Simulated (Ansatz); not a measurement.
MgI₂. The state is a triplet with charge 0. Geometry r2SCAN-D4/def2-TZVP, that of the neutral singlet; atoms count from 1.

Cartesian coordinates in Å:
```
Mg 0.0021 -0.0014 -0.0002
I 0.7990 0.9886 2.1872
I -0.8011 -0.9872 -2.1871
```

In the def2 sets I takes a core potential; there is no spin–orbit coupling. At PBE0-D4/def2-TZVP a singlet of charge 0 lies 4.41 eV below the triplet at the same geometry.

(1) Estimate the Mulliken populations from the PBE0/def2-TZVP orbitals of Ansatz.

(2) Where does the spin sit?

(3) And the Mayer bond orders between bonded heavy atoms (over 0.3)?

Results:

(1) 
```json
{"atom": "Mg1", "charge (e)": "0.18", "spin (α − β)": "0.92"}
{"atom": "I2", "charge (e)": "-0.09", "spin (α − β)": "0.54"}
{"atom": "I3", "charge (e)": "-0.09", "spin (α − β)": "0.54"}
```
Mulliken values and Mayer orders depend strongly on the basis.

(2) Summed by element: Mg 0.92, I 1.08, of 2 unpaired in all. Largest on single atoms: Mg1 0.92, I2 0.54, I3 0.54.

(3) Mg1–I2 0.59 (2.53 Å); Mg1–I3 0.59 (2.53 Å). Values over 0.3 also appear between atoms too far apart for a bond (I2–I3 0.47 at 5.06 Å); they arise where an orbital or an unpaired electron spreads over both atoms.
